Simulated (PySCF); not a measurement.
## CoBr₃, singlet: structure and spectrum

All numbers come from B3LYP/[Co def2-SVP, Br def2-SVP], no relativity, density fitting, PySCF.

The structure is a saddle point with 1 imaginary mode.

```xyz
4
charge 0 multiplicity 1, angstrom
Co    0.0000    0.0000   -0.3983
Br    0.0000    0.0000    1.8763
Br    2.1824    0.0000   -0.7888
Br   -2.1824    0.0000   -0.7888
```

- Point group: C2v
- Bond lengths: Co–Br 2.217 Å (×2), Co–Br 2.275 Å
- Bond angles: Br–Co–Br 100.1° (×2), Br–Co–Br 159.7°
- Rotational constants: 0.04374, 0.02242, 0.01482 cm⁻¹
- Lowest empty level: -5.85 eV
- Principal quadrupole moments (Buckingham, traceless) about the centre of mass: -1.00, -0.98, 1.98 D Å
- Principal polarisabilities: 42.1, 79.2, 134.0 bohr³
- Highest occupied level: -7.40 eV
- Atomisation energy without zero-point energy: 610 kJ/mol
- Dipole moment: 1.85 D
- Zero-point energy (real modes): 6.7 kJ/mol

Harmonic modes (masses in u: Co 58.933, Br 78.918):
```
symmetry  ω (cm⁻¹)  IR (km/mol)
      b1      252i            –
      b2        78          0.4
      a1        99          0.0
      a1       220          0.1
      a1       318          5.7
      b2       396         88.6
```

In C2v the vibrations span b1 + 2b2 + 3a1. Here b1 is antisymmetric to the molecular plane and b2 lies in it.

Charges (e):
| atom | Mulliken | Löwdin | polar tensor | Mayer order to Co1 |
| --- | --- | --- | --- | --- |
| Co1 | 0.36 | 0.05 | 1.12 | – |
| Br2 | -0.16 | -0.08 | -0.21 | 1.05 |
| Br3,4 | -0.10 | 0.01 | -0.46 | 1.35 |

Mulliken populations on Co1: s 6.61, p 12.60, d 7.42, f 0.00.

Stability towards spin polarisation was not tested. This need not be the most stable arrangement of these atoms. At this level a singlet minimum of C3v symmetry lies 53 kJ/mol below this structure.

The final relaxation and frequency run took about 6 core-minutes on a shared host.
